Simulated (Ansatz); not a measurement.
The cluster Mo7⁺. The state is a doublet with charge 1. Geometry PBE-D4/def2-SVP; atoms count from 1.

```xyz
7

Mo    1.6402   -1.0124   -0.3966
Mo   -1.0044    1.2472    0.5086
Mo    1.7768    1.2593   -0.2925
Mo    0.0771    0.8786   -1.7599
Mo    0.2783   -0.3063    1.6288
Mo   -2.0299   -0.8329    1.1751
Mo   -0.7380   -1.2336   -0.8634
```

In the def2 sets Mo takes a core potential; there is no spin–orbit coupling. The charge 1 doublet is spin-contaminated (final ⟨S²⟩ up to 1.04, 0.75 for a pure state). No other spin state of charge 1 was run. Another isomer (doublet) lies 0.28 eV lower at PBE0-D4/def2-TZVP; other spin states weren't run for this one.

Q: Estimate the Mulliken populations from the PBE0/def2-TZVP orbitals of Ansatz.

A: 
```tsv
atom	charge (e)	spin (α − β)	d electrons
Mo1	0.17	-0.60	4.82
Mo2	0.17	-0.01	4.72
Mo3	0.20	1.06	4.78
Mo4	0.17	-0.61	4.82
Mo5	0.17	-0.01	4.71
Mo6	-0.01	0.52	4.88
Mo7	0.14	0.65	4.77
```
Mulliken values and Mayer orders depend strongly on the basis.

Q: Where does the spin sit?

A: Summed by element: Mo 1.00, of 1 unpaired in all. Largest on single atoms: Mo3 1.06, Mo7 0.65, Mo4 -0.61.

Q: And the Mayer bond orders between bonded heavy atoms (over 0.3)?

A: Mo1–Mo3 2.18 (2.28 Å); Mo1–Mo4 0.63 (2.81 Å); Mo1–Mo5 1.39 (2.54 Å); Mo1–Mo7 1.73 (2.43 Å); Mo2–Mo3 0.55 (2.89 Å); Mo2–Mo4 1.39 (2.54 Å); Mo2–Mo5 2.08 (2.31 Å); Mo2–Mo6 1.75 (2.41 Å); Mo2–Mo7 0.48 (2.85 Å); Mo3–Mo4 2.18 (2.28 Å); Mo3–Mo5 0.54 (2.90 Å); Mo4–Mo7 1.73 (2.44 Å); Mo5–Mo6 1.76 (2.41 Å); Mo5–Mo7 0.48 (2.85 Å); Mo6–Mo7 1.74 (2.45 Å).
